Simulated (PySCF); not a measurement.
BOCl, SMILES O=BCl. Geometry optimised at PBE-D3(BJ)/def2-TZVP.

All values below come from PBE-D3(BJ)/def2-TZVP (PySCF).

Harmonic wavenumbers (cm⁻¹): 402, 402, 678, 1955. Rotational constants (GHz): 5.127 (linear); symmetry number 1.

Task: Work out the zero-point energy and the ideal-gas rigid-rotor harmonic-oscillator thermochemistry at 298.15 K and 1 atm.

Result: ZPE = ½ Σ hcν = ½ × 3436 cm⁻¹ = 4.91 kcal/mol. H − E(el) = 7.45 kcal/mol. Entropy in cal/(mol K): translation 38.31, rotation 16.10, vibration 2.25, total 56.65. G − E(el) = -9.44 kcal/mol. Cp = 10.78 cal/(mol K).
